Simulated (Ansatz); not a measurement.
Gas-phase electronic energies from Ansatz, PBE0-D4/def2-TZVP geometries. CBS: MP2 limit from def2 TZ/QZ plus the TZ coupled-cluster correction, frozen cores. This one scheme is used for every species, atoms too. DFT in def2-TZVPP. B3LYP here is the variant with VWN-RPA as its local correlation; programs differ in this. No spin–orbit coupling; open shells (•) take unrestricted orbitals. Spin–orbit coupling would lower the free atoms: a little for C, F, S; clearly for Se. Bonds to Se are less sure, by a few kJ/mol each and by 10 to 20 or more in all where they break to atoms, as the def2 sets lack core-valence functions. Scalar relativity is left out up to krypton. Each species was taken in one conformer, which may not be the lowest.

Reaction (atomization): `FC(S)=[Se]` → C• + F• + H• + S• + Se•

CCSD(T)/CBS gives +16.70 eV.

(1) Another level gave +20.86 eV. Which?
A. LDA (SPW92)/def2-TZVPP
B. LC-ωPBE/def2-TZVPP
C. B3LYP-D4/def2-TZVPP
D. r2SCAN/def2-TZVPP

Largest T1 diagnostic among the species: 0.016.

Results:

(1) A. LDA (SPW92) 20.86, r2SCAN 17.00, B3LYP-D4 16.63, LC-ωPBE 16.31 eV.

The D4 term adds +0.22 eV with B3LYP and +0.11 eV with PBE0; it sums over pairs of atoms, weighted by their polarisabilities, and B3LYP, whose exchange is more repulsive, gets the larger term. Leaving LDA and LC-ωPBE aside and taking each functional with its dispersion term where it has one, the values, not all of them listed here, spread over 2.43 eV, from BHLYP-D4 to PBE-D4. LDA lies +3.14 eV from PBE without D4, its usual overbinding. From BLYP to BHLYP (50 % exact exchange), in def2-TZVPP and without D4, ΔE moves by −1.51 eV: exact exchange takes away binding that semilocal exchange gives to molecules.

For atomizations the MP2-based limit and the directly extrapolated one differ by several kJ/mol either way, and by 10 to 25 for some Ge, Se and Sn compounds, so smaller differences from it don't rank the levels.
